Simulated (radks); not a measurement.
Values are calculated unless marked as measured or tabulated.
How relativity changes the ionisation of neutral calcium ([Ar] 4s2) to Ca+ ([Ar] 4s1). Spin-unpolarised spherical Kohn-Sham, BLYP, point nucleus unless stated (finite: rms radius 3.4776 fm), a radial shooting solver on a logarithmic mesh with Libxc functionals. A level marked "c x" has the speed of light scaled by that factor.

non-rel.: E(Ca) (hartree) -677.58522; E(Ca+) (hartree) -677.35720; IE (eV) 6.205; HOMO 4s; <r> HOMO (bohr) 4.012
scalar-rel.: E(Ca) (hartree) -680.56408; E(Ca+) (hartree) -680.33515; IE (eV) 6.230; HOMO 4s; <r> HOMO (bohr) 3.997
scalar-rel., finite nucleus: E(Ca) (hartree) -680.56296; E(Ca+) (hartree) -680.33402; IE (eV) 6.230; HOMO 4s; <r> HOMO (bohr) 3.997
Dirac: E(Ca) (hartree) -680.56861; E(Ca+) (hartree) -680.33968; IE (eV) 6.230; HOMO 4s1/2; <r> HOMO (bohr) 3.997
Dirac, finite nucleus: E(Ca) (hartree) -680.56749; E(Ca+) (hartree) -680.33856; IE (eV) 6.230; HOMO 4s1/2; <r> HOMO (bohr) 3.997
Dirac, c x 0.75: E(Ca) (hartree) -682.93287; E(Ca+) (hartree) -682.70321; IE (eV) 6.249; HOMO 4s1/2; <r> HOMO (bohr) 3.985
Dirac, c x 0.85: E(Ca) (hartree) -681.73125; E(Ca+) (hartree) -681.50196; IE (eV) 6.239; HOMO 4s1/2; <r> HOMO (bohr) 3.991
Dirac, c x 2: E(Ca) (hartree) -678.32525; E(Ca+) (hartree) -678.09700; IE (eV) 6.211; HOMO 4s1/2; <r> HOMO (bohr) 4.008

NIST Atomic Spectra Database: 6.113 eV (measured). The relativistic part of the total energy of Ca is -2.982 hartree (Dirac, finite nucleus), 0.44 % of the non-relativistic value. Spin polarisation and multiplet splitting of open shells are left out at every level.

Beside tabulated values, note that spin-unpolarised runs miss the spin-polarisation part of the exchange energy of open shells.
